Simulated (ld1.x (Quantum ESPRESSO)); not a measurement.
## What one change does to a pseudopotential (Rh, TM)

* Element: rhodium (Rh)
* Generator: ld1.x (Quantum ESPRESSO) 7.5
* Type: norm-conserving Troullier–Martins (Kleinman–Bylander form)
* Functional: PBE
* Relativity: scalar-relativistic
* Frozen core: [Ar] 3d10 4s2
* Valence charge: 15
* Reference configuration: 4p6 4d6 5s0 5p0 (charge +3)
* Partial waves: 4p (bound): rc 1.40 bohr; 4d (bound): rc 1.65 bohr; 5s (bound, empty): rc 2.35 bohr
* Local potential: the s channel
* Core correction: a·sin(br)/r model core inside 0.80 bohr

All-electron outer shells of the reference configuration (PBE, scalar-relativistic, ld1.x):

```json
{"shell": "4s", "level (eV)": "-118.54", "outermost node (bohr)": "0.47", "outermost maximum (bohr)": "0.88"}
{"shell": "4p", "level (eV)": "-86.07", "outermost node (bohr)": "0.47", "outermost maximum (bohr)": "0.94"}
{"shell": "4d", "level (eV)": "-39.51", "outermost node (bohr)": "0.46", "outermost maximum (bohr)": "1.11"}
{"shell": "5s", "level (eV)": "-29.68", "outermost node (bohr)": "1.16", "outermost maximum (bohr)": "2.24"}
{"shell": "5p", "level (eV)": "-22.63", "outermost node (bohr)": "1.29", "outermost maximum (bohr)": "2.60"}
```

Change: wave 4p (bound): rc 1.40 bohr becomes 4p (bound): rc 1.92 bohr.

Cutoffs: the cutoffs (Ry, on a coarse ladder) from which the occupation-weighted sum of valence levels, in a spherical-Bessel basis at the reference potential, stays within 10 and 1 mRy of its value at 400 Ry; they do not see the model core or the augmentation charge, which bear on the density cutoff. Errors are all-electron minus pseudo energies relative to the spin-unpolarised reference configuration.

**Question.** Predict the effect on cutoff, ghosts and configuration errors.

**Answer.** The potential gets softer (70 Ry and 110 Ry → 60 Ry and 80 Ry); the errors of the 7 common tests hardly move; neither file shows a bound ghost at the reference potential, the only one tested. A larger radius leaves more room for a smooth pseudo-wave, so fewer plane waves are needed.

| quantity | base | changed |
| --- | --- | --- |
| cutoff, loose | 70 Ry | 60 Ry |
| cutoff, tight | 110 Ry | 80 Ry |
| loose cutoff by channel (10 mRy a level) | p 50 Ry, d 50 Ry | p 30 Ry, d 50 Ry |
| bound ghosts | none | none |
| error for 4p6 4d8 5s1 5p0, meV [ΔE -59.48 eV] | -333 | -330 |
| error for 4p6 4d8 5s0 5p0, meV [ΔE -52.02 eV] | -443 | -438 |
| error for 4p6 4d7 5s0 5p0, meV [ΔE -32.50 eV] | -131 | -129 |
| error for 4p6 4d5 5s0 5p0, meV [ΔE 46.95 eV] | -160 | -157 |
| error for 4p6 4d8.5 5s0.5 5p0, meV [ΔE -60.11 eV] | -533 | -528 |
| error for 4p6 4d8 5s0.5 5p0, meV [ΔE -56.56 eV] | -385 | -380 |
| error for 4p6 4d7 5s1 5p0, meV [ΔE -48.35 eV] | -83 | -82 |
| s: phases at 2.55 bohr within 0.05 rad from the reference energy up to (Ry; the scan ends near 5) | 1.1 | 1.1 |
| p: phases at 2.55 bohr within 0.05 rad from the reference energy up to (Ry; the scan ends near 5) | -3.2 | -3.2 |
| d: phases at 2.55 bohr within 0.05 rad from the reference energy up to (Ry; the scan ends near 5) | -1.2 | -1.2 |

Base: These tests converged, but a pseudo level misses the all-electron one widely, so the file describes the atom poorly there or has found another state: 4p6 4d5 5s0 5p0: empty 5p by 3.5 eV. Changed file: These tests converged, but a pseudo level misses the all-electron one widely, so the file describes the atom poorly there or has found another state: 4p6 4d5 5s0 5p0: empty 5p by 3.5 eV.
